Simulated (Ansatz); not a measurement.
**A rate constant, worked out**

An elementary step of GeH$_{3}$Br, singlet (GeH₃Br ([GeH3][Br]) → GeH₂ + HBr (still joined by a long Ge–Br bond); Ge–Br, Ge–H broken or loosened, Br–H formed or tightened). The start structure is the reactant molecule, and the electronic barrier above it is 2.394 eV by CCSD(T) at an estimated basis limit (MP2 extrapolated from triple and quadruple zeta, plus CCSD(T) − MP2 in triple zeta). Computed with Ansatz 0.2.0 (basis: def2-TZVPP and def2-QZVPP); correlated methods freeze the cores. Filled d shells of the heavier atoms are correlated. The def2 sets are not built for correlating such inner shells, so the correlated values are less sure here. Extrapolation: Hartree–Fock as exp(−7.88 √X), correlation as X^−2.97. Harmonic wavenumbers at PBE0-D4/def2-TZVP (Ansatz 0.2.0), in cm⁻¹:

Start: 309, 572, 572, 833, 870, 870, 2177, 2189, 2190.

Saddle: 366i, 100, 270, 389, 453, 916, 1956, 1977, 2285.

Task: Work out the transition-state-theory rate constant at 900 K from these numbers alone (harmonic vibrations; rotation, path degeneracy and anharmonicity left out), and the Wigner tunnelling factor. Use 1 cm⁻¹ = 1.2398 × 10⁻⁴ eV and k_B = 8.617 × 10⁻⁵ eV/K.

Result: Zero-point energies, half the sums: start 10582/2 cm⁻¹ = 0.6560 eV; saddle, real modes only, 8346/2 cm⁻¹ = 0.5174 eV.
Barrier with zero-point energy: 2.394 + 0.5174 − 0.6560 = 2.2554 eV.
k_BT = 0.07756 eV, so the barrier is 29.08 k_BT.
Vibrational partition functions from the zero-point level, ln q = −Σ ln(1 − exp(−hν/k_BT)): start 2.938, saddle 4.771.
k = (k_BT/h) exp(ln q‡ − ln q) exp(−E0/k_BT), with log₁₀(k_BT/h in s⁻¹) = 13.27: log₁₀ k = 13.27 + (1.833 − 29.08)/2.3026 = 1.44, so k ≈ 3 × 10^(1) s⁻¹.
Wigner factor: 1 + (hν‡/k_BT)²/24 = 1 + (0.59)²/24 = 1.01. A change of 1 kcal/mol (0.043 eV) in the barrier would change k by a factor of 1.7 at this temperature.

The T1 diagnostic stays at or below 0.011.

Losses and insertions of silylenes and their heavier kin drive the gas-phase chemistry of silicon and germanium vapour deposition.

Labels in which every atom is bracketed show which atoms are joined, not bond orders.

For scale, one of the runs: CCSD(T)/def2-TZVPP, 138 basis functions, launched by `ansatz run in.yaml --threads 2 --pin off --events-out ev --progress --plain --max-ram 4352MiB`. Hardware: 2 CPU threads of an Intel Xeon 6975P-C, shared host. Wall time 8.5 s; peak host memory 0.82 GiB.
